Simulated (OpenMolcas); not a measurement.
## Sb II: effect of the IPEA shift

```yaml
Program: OpenMolcas 26.06
Basis: ANO-RCC [10s9p8d5f3g]
Scalar_Hamiltonian: DKH2, point nucleus
Active_space: 4 electrons in 9 orbitals (RAS2 5s 5p; RAS3 5d, at most 2 electrons)
State_averaging: 2S+1 = 3 even, 6 roots; 2S+1 = 1 even, 11 roots; 2S+1 = 5 odd, 1 root; 2S+1 = 3 odd, 8 roots; 2S+1 = 1 odd, 8 roots
Spin-orbit_coupling: RASSI with atomic mean-field integrals over the reference wave functions, term energies averaged over their components
```

Methods on the same reference wave functions:
A. RASSCF
B. MS-RASPT2, IPEA 0.25 Eh, imaginary shift 0.1 Eh (closed shells correlated: 4d)
C. MS-RASPT2, IPEA 0.5 Eh, imaginary shift 0.1 Eh (closed shells correlated: 4d)

Energies in cm-1 above 5s2 5p2 3P0, the measured ground level; measured values from NIST Handbook of Basic Atomic Spectroscopic Data.

| Level | A | B | C | Measured |
| --- | --- | --- | --- | --- |
| 5s2 5p2 3P0 | 0.0 | 0.0 | 0.0 | 0.0 |
| 5s2 5p2 3P1 | 2590 | 2640 | 2630 | 3055 |
| 5s2 5p2 3P2 | 5191 | 5130 | 5120 | 5658 |
| 5s2 5p2 1D2 | 13307 | 12310 | 12340 | 12790 |
| 5s2 5p2 1S0 | 24903 | 23830 | 24060 | 23906 |
| 5s 5p3 5S* 2 | 41446 | 51530 | 51580 | 51723 |
| 5s 5p3 3D* 1 | 61329 | 66480 | 66910 | 66292 |
| 5s 5p3 3D* 2 | 61373 | 66550 | 66970 | 66502 |
| 5s 5p3 3D* 3 | 62307 | 67570 | 67990 | 67888 |

Deviations, from unrounded energies. A percentage is the sum of absolute deviations over the sum of measured energies, with the sign that they share, or ± where signs differ.

| Against measurement | Levels | A | B | C |
| --- | --- | --- | --- | --- |
| mean absolute deviation (cm-1) | 8 | 3500 | 280 | 360 |
| fine structure of the ground term (%) | 2 | -10.7 | -10.8 | -11.0 |
| other terms of the ground configuration (%) | 2 | +4.1 | -1.5 | ±1.6 |
| other configurations (%) | 4 | -10.3 | ±0.3 | ±0.5 |

B lies closest to measurement on these levels and A furthest from it. The largest miss of B in the table is 5s2 5p2 3P2, by -530 cm-1. The ranking rests on the paired levels alone, and a cruder setting can come out closer through cancelling errors.

Between B and C the level of the table that moves most is 5s 5p3 3D* 1, by 430 cm-1 (lowest in B, highest in C). Moves below CASPT2's spread within the term are not significant.

From A to B the spin-free energies of the other terms of 5s2 5p2 shown, above 3P, scale by factors of 0.86 to 0.94.

The lowest spin-free term lies below A's lowest term by 0.501 hartree in B, 0.498 hartree in C.

CASPT2 breaks the degeneracy within a term, and the mean is taken; among the terms shown or strongly mixed into the levels shown the widest spread is 69 cm-1 (5s2 5p2 1D, C). Over all roots computed the reference weight is 0.86 to 0.94 in B, 0.87 to 0.94 in C; the roots of lowest weight are the least certain, and an intruder state may touch them. The run also gave levels led by 5s 5p2 5d, 5s2 5p 5d, which use shells meant for correlation; these and all levels above them are left out. Some terms mix strongly with configurations of 5d, whose occupation reaches 0.27 (5s 5p3 3D*). Measured partners are found by configuration, term and J. A level has none where our copy of the source lacks it or the pairing is in doubt (some pairs that miss far off the trend of their configuration count as doubtful), and it then counts in no deviation. Levels of configurations outside the active space are missing. Levels that lie high or do not pair safely by name in every column are left out.

* marks odd parity.
